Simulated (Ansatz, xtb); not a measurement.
Species: NbF, net charge 0, quintet state. The spin state was set by rule; other spins were not relaxed. SMILES: [F][Nb]
Geometry from a B3LYP-D3(BJ)/def2-TZVP (Ansatz, a first-principles code) optimisation:
```
Nb
F 1 1.8876
```
Charge 0, spin multiplicity 5.

Harmonic wavenumbers from GFN2-xTB (xtb, at its own minimum), cm⁻¹: 226.

Q: Give the harmonic wavenumbers at B3LYP-D3(BJ)/def2-TZVP (Ansatz, finite differences of forces, unscaled).

A: 648 cm⁻¹. Zero-point energy 0.9 kcal/mol.

Q: From these and the geometry, give the ideal-gas thermochemistry at 298.15 K and 1 atm (rigid rotor, harmonic oscillator).

A: Point group C∞v, rotational symmetry number 1. Rotational constants 8.992, 8.992 GHz. S(trans) 40.05, S(rot) 14.98, S(vib) 0.37, S(elec, spin only) 3.20, S 58.6 cal/(mol K). H(298) - H(0) 2.16 kcal/mol; G - E(el) -14.4 kcal/mol.
